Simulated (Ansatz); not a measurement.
Cost and result for the atomization energy of C$_{2}$H$_{7}$NSi$_{2}$ (`CC1=N[SiH2][SiH2]1`) (12 atoms, 12 bonds).

```xyz
12

C    -0.917   -0.259   -1.744
C    -0.355   -0.148   -0.368
N    -0.949   -0.650    0.657
Si    0.120   -0.247    2.025
Si    1.269    0.698    0.240
H    -0.204   -0.770   -2.400
H    -1.862   -0.804   -1.733
H    -1.071    0.738   -2.169
H    -0.547    0.614    3.038
H     0.649   -1.455    2.712
H     1.334    2.173    0.033
H     2.532    0.109   -0.290
```

Total charge 0; spin multiplicity 1. The geometry is a stationary point of PBE0-D4/def2-TZVP. Program: Ansatz. All runs use 4 threads of an Intel Xeon 6975P-C on a shared host. Times are those of one run each, without the atoms' runs, and a repeat can differ threefold. Electronic energies, without spin–orbit coupling; frozen cores. CCSD(T)/CBS adds CCSD(T) − MP2 in def2-TZVPP to the MP2 limit, and its time is that of the two runs behind it. T1 = 0.014. B3LYP takes the VWN-RPA correlation (the form of Gaussian; ORCA's B3LYP/G).

CCSD(T)/CBS is a level of theory with its own doubt, some kJ/mol a heavy atom from the limit and from the frozen cores, so smaller differences don't rank the functionals.

| level | functions | wall time |
| --- | --- | --- |
| PBE-D4/def2-TZVPP (with forces) | 275 | 1.6 s |
| PBE0-D4/def2-TZVPP | 275 | 2 s |
| r2SCAN-D4/def2-TZVPP (with forces) | 275 | 2.6 s |
| B3LYP-D4/def2-TZVPP (with forces) | 275 | 3 s |
| B2PLYP/def2-TZVPP | 275 | 3.6 s |
| ωB97X-V/def2-TZVPP | 275 | 4.5 s |
| ωB97M-V/def2-TZVPP (with forces) | 275 | 6.5 s |
| MP2/def2-QZVPP | 521 | 16 s |
| CCSD(T)/def2-TZVPP | 275 | 42 s |
| CCSD(T)/CBS(def2) | – | 57 s |

Question: What atomization energy does each give, and how far from CCSD(T)/CBS? (An estimate is asked.)

Answer: The calculation gave: 
```
                             level  atomization (kcal/mol)  difference from CCSD(T)/CBS  per bond
   PBE-D4/def2-TZVPP (with forces)                  1048.1                         19.6       1.6
                PBE0-D4/def2-TZVPP                  1031.6                          3.1       0.3
r2SCAN-D4/def2-TZVPP (with forces)                  1030.0                          1.5       0.1
 B3LYP-D4/def2-TZVPP (with forces)                  1031.0                          2.5       0.2
                 B2PLYP/def2-TZVPP                  1017.2                        -11.3      -0.9
                ωB97X-V/def2-TZVPP                  1037.1                          8.6       0.7
  ωB97M-V/def2-TZVPP (with forces)                  1032.7                          4.2       0.3
                    MP2/def2-QZVPP                  1026.8                         -1.7      -0.1
                CCSD(T)/def2-TZVPP                   999.5                        -29.0      -2.4
                 CCSD(T)/CBS(def2)                  1028.5                          0.0       0.0
```

From PBE to PBE0 (25 % exact exchange), in def2-TZVPP and without D4, the atomization energy moves by −15.4 kcal/mol: exact exchange takes away binding that semilocal exchange gives to molecules. The D4 term adds +11.3 kcal/mol with B3LYP and +5.9 kcal/mol with PBE0; it sums over pairs of atoms, weighted by their polarisabilities, and B3LYP, whose exchange is more repulsive, gets the larger term. In def2-TZVPP, CCSD(T) changes the Hartree–Fock value by +258.2 kcal/mol (the triples alone add +16.7 kcal/mol) and MP2 by +268.3 kcal/mol; breaking electron pairs costs correlation energy, which Hartree–Fock lacks.
